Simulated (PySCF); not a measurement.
Zr(Cl)3(OH), SMILES [OH][Zr]([Cl])([Cl])[Cl], PBE0/def2-SVP optimised geometry.

```
6

Zr    -0.77    -1.10     0.00
Cl    -1.57     1.10     0.00
Cl     1.57    -1.10     0.00
Cl    -1.58    -2.25    -1.88
O     -1.38    -1.97     1.55
H     -1.70    -2.42     2.34
```

Density from PBE0/def2-TZVP, def2 effective core potentials past Kr run with PySCF at that geometry. The core electrons that the potentials of Zr replace are not part of the density.

Minimum of the electron density along straight lines between bonded atoms, close to the bond critical point (lines longer than 1.1 times the sum of covalent radii, or with two minima, are not listed):

| bond | length / Å | ρ at the minimum / e bohr⁻³ | ∇²ρ there / e bohr⁻⁵ | position (fraction from the first atom) |
|---|---|---|---|---|
| O5–H6 | 0.959 | 0.352 | -2.49 | 0.82 |
